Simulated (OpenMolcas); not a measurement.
S⁺: effect of the IPEA shift

| Property | Result |
| --- | --- |
| Program | OpenMolcas 26.06 |
| Basis | ANO-RCC-VQZP [6s5p3d2f1g] |
| Scalar Hamiltonian | DKH2, point nucleus |
| Active space | 5 electrons in 9 orbitals (RAS2 3s 3p; RAS3 3d, at most 2 electrons) |
| State averaging | 2S+1 = 4 odd, 1 root; 2S+1 = 2 odd, 8 roots; 2S+1 = 4 even, 3 roots; 2S+1 = 2 even, 8 roots |
| Spin-orbit coupling | state interaction with AMFI integrals over the reference wave functions, term energies averaged over their components |

Methods on the same reference wave functions:
A. RASSCF
B. SS-RASPT2, IPEA 0 Eh, imaginary shift 0.1 Eh (closed shells correlated: 2s 2p)
C. SS-RASPT2, IPEA 0.25 Eh, imaginary shift 0.1 Eh (closed shells correlated: 2s 2p)

Energies in cm⁻¹ above 3s² 3p³ ⁴S°_3/2, the measured ground level; measured values from NIST Handbook of Basic Atomic Spectroscopic Data.

```csv
Level,A,B,C,Measured
3s² 3p³ ⁴S°_3/2,0.0,0.0,0.0,0.0
3s² 3p³ ²D°_3/2,18165,14900,15000,14853
3s² 3p³ ²D°_5/2,18186,14920,15020,14885
3s² 3p³ ²P°_1/2,28392,24850,25010,24525
3s² 3p³ ²P°_3/2,28408,24870,25030,24572
3s 3p⁴ ⁴P_5/2,79529,79110,79230,79395
3s 3p⁴ ⁴P_3/2,79854,79440,79560,79757
3s 3p⁴ ⁴P_1/2,80048,79630,79750,79963
3s 3p⁴ ²D_3/2,102887,98840,99340,97891
3s 3p⁴ ²D_5/2,102894,98850,99350,97919
```

Deviations, from unrounded energies. A percentage is the sum of absolute deviations over the sum of measured energies, with the sign that they share, or ± where signs differ.

| Against measurement | Levels | A | B | C |
| --- | --- | --- | --- | --- |
| mean absolute deviation (cm-1) | 9 | 2700 | 390 | 520 |
| other terms of the ground configuration (%) | 4 | +18.2 | +0.9 | +1.6 |
| other configurations (%) | 5 | +2.4 | ±0.6 | ±0.8 |

B lies closest to measurement on these levels and A furthest from it. The largest miss of B in the table is 3s 3p⁴ ²D_3/2, by +950 cm-1. The ranking rests on the paired levels alone, and a cruder setting can come out closer through cancelling errors.

Between B and C the level of the table that moves most is 3s 3p⁴ ²D_3/2, by 500 cm-1 (lowest in B, highest in C). Moves below CASPT2's spread within the term are not significant.

From A to B the spin-free energies of the other terms of 3s² 3p³ shown, above ⁴S°, scale by factors of 0.82 to 0.88.

The lowest spin-free term lies below A's lowest term by 0.075 hartree in B, 0.074 hartree in C.

Term energies are means over components that CASPT2 splits; among the terms shown or strongly mixed into the levels shown the widest spread is 47 cm-1 (3s 3p⁴ ²D, C). Configurations are named by rounded mean occupations; where the s occupation lies near a half they are strongly mixed, a name can repeat and a true partner stay unpaired. The run also gave levels led by 3s² 3p² 3d, which use shells meant for correlation; these and all levels above them are left out. Some terms mix strongly with configurations of 3d, whose occupation reaches 0.38 (3s 3p⁴ ⁴P, 3s 3p⁴ ²D). Without dynamic correlation excited terms often stand tens of per cent too high (terms of higher spin than the ground term too low), and those without a measured partner can miss by more than the paired ones (holds for A). Measured partners are found by configuration, term and J. A level has none where our copy of the source lacks it or the pairing is in doubt (some pairs that miss far off the trend of their configuration count as doubtful), and it then counts in no deviation. Only configurations of the active space appear. The table leaves out levels that lie high or whose names do not pair safely across all columns.

° marks odd parity.
